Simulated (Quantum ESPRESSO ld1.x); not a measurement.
The numbers below are computed, except where a source is named.
All-electron atom: Tc12+ in [Ar] 3d10 4s2 4p1.

Level of theory: Dirac Kohn-Sham, revPBE, spin-unpolarised, spherical densities, point nucleus; open shells fill j = l - 1/2 first (ld1.x of Quantum ESPRESSO 7.5).

Energy parts (eV):
| part | energy |
|---|---|
| total | -115362 |
| kinetic | 119894 |
| electron-nucleus | -271048 |
| Hartree | 39080 |
| exchange-correlation | -3288 |

Orbitals (lengths in bohr, moments of r in powers of bohr; <r^-3> diverges for s and p1/2):
1s1/2: occ. 2; eigenvalue (eV) -21110.7; <r^2> 0.001586; <r> 0.03428
2s1/2: occ. 2; eigenvalue (eV) -3222.22; <r^2> 0.02628; <r> 0.1492
2p1/2: occ. 2; eigenvalue (eV) -2990.99; <r^2> 0.01980; <r> 0.1270
2p3/2: occ. 4; eigenvalue (eV) -2872.57; <r^-3> 2597; <r^2> 0.02115; <r> 0.1317
3s1/2: occ. 2; eigenvalue (eV) -756.435; <r^2> 0.1948; <r> 0.4125
3p1/2: occ. 2; eigenvalue (eV) -667.471; <r^2> 0.1913; <r> 0.4056
3p3/2: occ. 4; eigenvalue (eV) -647.355; <r^-3> 447.5; <r^2> 0.2008; <r> 0.4158
3d3/2: occ. 4; eigenvalue (eV) -490.462; <r^-3> 66.71; <r^2> 0.1821; <r> 0.3905
3d5/2: occ. 6; eigenvalue (eV) -486.545; <r^-3> 63.48; <r^2> 0.1850; <r> 0.3938
4s1/2: occ. 2; eigenvalue (eV) -280.969; <r^2> 1.001; <r> 0.9447
4p1/2: occ. 1; eigenvalue (eV) -251.082; <r^2> 1.087; <r> 0.9819
4p3/2: occ. 0; eigenvalue (eV) -246.680; <r^-3> 98.89; <r^2> 1.125; <r> 0.9990
4d3/2: occ. 0; eigenvalue (eV) -197.715; <r^-3> 13.26; <r^2> 1.331; <r> 1.080
4d5/2: occ. 0; eigenvalue (eV) -196.936; <r^-3> 12.67; <r^2> 1.343; <r> 1.085
5s1/2: occ. 0; eigenvalue (eV) -146.447; <r^2> 3.354; <r> 1.734

The highest occupied level is 4p1/2 at -251.08 eV. For comparison, the ionisation energy in NIST's Atomic Spectra Database is 262.1 eV (semi-empirical). In exact Kohn-Sham theory the highest level is minus the ionisation energy, but local and semilocal functionals leave it too shallow, through self-interaction and a potential that decays too fast; potentials with the right tail come closer.

Beside tabulated values, note that spin-unpolarised runs miss the spin-polarisation part of the exchange energy of open shells.
